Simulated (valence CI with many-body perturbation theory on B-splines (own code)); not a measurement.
## Cl10+ in brief

Level of theory: valence CI with perturbative core correlation (CI+MBPT): five valence electrons over a frozen Dirac-Fock core [He], a basis of 9 s, 9 p, 8 d, 6 f, 3 g, 1 h functions for each j, with the one-electron correlation potential Σ1, the two-electron term Σ2, the three-electron term Σ3, Breit, model QED; selected CI, second order for the rest, scaled by the run's own slope (own B-spline code, finite nucleus).

No measured levels were compared; by estimate levels of excited configurations hold to 0.05 to 0.15 % of their energy, terms of the ground configuration to about 0.5 %. Among the levels kept, up to 2400 cm⁻¹ of a level comes from second order outside the variational space, and about a tenth of that is noise between levels of different J, which matters for small intervals.

Rates and lifetimes use the calculated energies. Strong lines usually hold to 10 to 20 %, long lifetimes can be off by a factor of two.

**Question.** What is the ground level?

**Answer.** 2s2.2p3 4S°_3/2, composition 99 % 2s2.2p3 4S°, g = 1.997.

**Question.** Where does the other parity begin?

**Answer.** At 2s.2p4 4P_5/2, 412080 cm⁻¹.

**Question.** How well does LS coupling describe the low levels?

**Answer.** Among the lowest 20 levels the leading LS term, summed over configurations, holds 98 % on average. For single configurations the figures are 97 % in LS and 70 % in jj coupling. Terms mix most in the J = 3/2 level at 141440 cm⁻¹, where the leading one holds 94 %.

**Question.** Among levels below 2709300 cm⁻¹, which E1 lines absorb most strongly from the ground level?

**Answer.** to 2s.2p4 4P_5/2 at 24.27 nm, f = 0.0739; to 2s2.2p2.3s 4P_5/2 at 4.039 nm, f = 0.0553; to 2s.2p4 4P_3/2 at 23.73 nm, f = 0.0506.

**Question.** Name the longest-lived excited levels whose lifetime is computed, and their main decay.

**Answer.** 2s2.2p3 2D°_5/2 at 91087 cm⁻¹ lives 943 ms, mostly by M1 to 2s2.2p3 4S°_3/2; 2s2.2p3 2D°_3/2 at 89077 cm⁻¹ lives 24.7 ms, mostly by M1 to 2s2.2p3 4S°_3/2; 2s2.2p3 2P°_1/2 at 138390 cm⁻¹ lives 2.61 ms, mostly by M1 to 2s2.2p3 4S°_3/2.
